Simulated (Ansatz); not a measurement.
A rate constant, worked out

An elementary step of SiNH₃Cl₂O, singlet (SiNH₃Cl₂O ([NH2][Si]([OH])([Cl])[Cl]) → SiCl₂O ([O][Si]([Cl])[Cl]) + NH₃ (still joined by a long Si–N bond); Si–N, O–H broken or loosened, N–H formed or tightened). The start structure is the reactant molecule, and the electronic barrier above it is 1.841 eV by CCSD(T) at an estimated basis limit (MP2 extrapolated from triple and quadruple zeta, plus CCSD(T) − MP2 in triple zeta). Ansatz 0.2.0; basis: def2-TZVPP and def2-QZVPP; cores frozen in the correlated methods. Extrapolation: Hartree–Fock as exp(−7.88 √X), correlation as X^−2.97. Harmonic wavenumbers at PBE0-D4/def2-TZVP (Ansatz 0.2.0), in cm⁻¹:

Start: 146, 188, 223, 262, 277, 291, 380, 433, 502, 587, 820, 859, 900, 978, 1576, 3602, 3699, 3904.

Saddle: 1404i, 161, 182, 243, 269, 361, 431, 579, 596, 757, 829, 852, 1135, 1447, 1551, 2010, 3538, 3637.

**Question.** Work out the transition-state-theory rate constant at 800 K from these numbers alone (harmonic vibrations; rotation, path degeneracy and anharmonicity left out), and the Wigner tunnelling factor. Use 1 cm⁻¹ = 1.2398 × 10⁻⁴ eV and k_B = 8.617 × 10⁻⁵ eV/K.

**Answer.** Zero-point energies, half the sums: start 19627/2 cm⁻¹ = 1.2167 eV; saddle, real modes only, 18578/2 cm⁻¹ = 1.1517 eV.
Barrier with zero-point energy: 1.841 + 1.1517 − 1.2167 = 1.7760 eV.
k_BT = 0.06894 eV, so the barrier is 25.76 k_BT.
Vibrational partition functions from the zero-point level, ln q = −Σ ln(1 − exp(−hν/k_BT)): start 9.873, saddle 7.969.
k = (k_BT/h) exp(ln q‡ − ln q) exp(−E0/k_BT), with log₁₀(k_BT/h in s⁻¹) = 13.22: log₁₀ k = 13.22 + (-1.904 − 25.76)/2.3026 = 1.21, so k ≈ 2 × 10^(1) s⁻¹.
Wigner factor: 1 + (hν‡/k_BT)²/24 = 1 + (2.53)²/24 = 1.27. A change of 1 kcal/mol (0.043 eV) in the barrier would change k by a factor of 1.9 at this temperature.

No T1 diagnostic of these runs exceeds 0.013.

Labels in which every atom is bracketed show which atoms are joined, not bond orders.

For scale, one of the runs: CCSD(T)/def2-TZVPP, 230 basis functions, launched by `ansatz run in.yaml --threads 4 --pin off --events-out ev --progress --plain --max-ram 9574MiB`. Time: 79 s of wall clock on 4 CPU threads of a Oxide Virtual Turin-like; the host was shared. Peak host memory: 3.7 GiB.
